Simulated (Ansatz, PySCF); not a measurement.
Complex: CH3F (SMILES CF) (first 5 atoms) with CH3Cl (SMILES CCl); geometry from B3LYP-D3(BJ)/def2-TZVP.
(charge 0, multiplicity 1):
```xyz
10

C     -0.5756    -0.1275    -0.2677
F      0.3347    -1.1337     0.0647
H     -1.4461    -0.5905    -0.7330
H     -0.8613     0.3941     0.6447
H     -0.0928     0.5570    -0.9655
C      0.7046    -0.9193     3.4070
Cl    -0.4496     0.4579     3.5196
H      0.7794    -1.2107     2.3648
H      1.6642    -0.5835     3.7880
H      0.3156    -1.7321     4.0125
```

Counterpoise-corrected where a basis set is named; no monomer relaxation. Rows marked so take none.

Rows in 6-31G* carry no dispersion term and start afresh at each structure (6-31G* with six Cartesian d functions). MP2/6-31G* freezes PySCF's default core.

Codes used: Ansatz (Gaussian orbitals); PySCF for 6-31G* rows, the dispersion terms. Values without a source in brackets are computed.

Question: One of these levels gives -3.75 kcal/mol for the interaction energy. Which?
(A) MP2/6-31G* (no counterpoise)
(B) revPBE-D3(BJ)/def2-TZVPPD
(C) BP86/6-31G* (no counterpoise)
(D) HF/aug-cc-pV(D+d)Z

Answer: A, MP2/6-31G* (no counterpoise). The others give -0.89 (HF/aug-cc-pV(D+d)Z), -2.73 (BP86/6-31G* (no counterpoise)), -2.09 (revPBE-D3(BJ)/def2-TZVPPD)

Ansatz is a first-principles code.
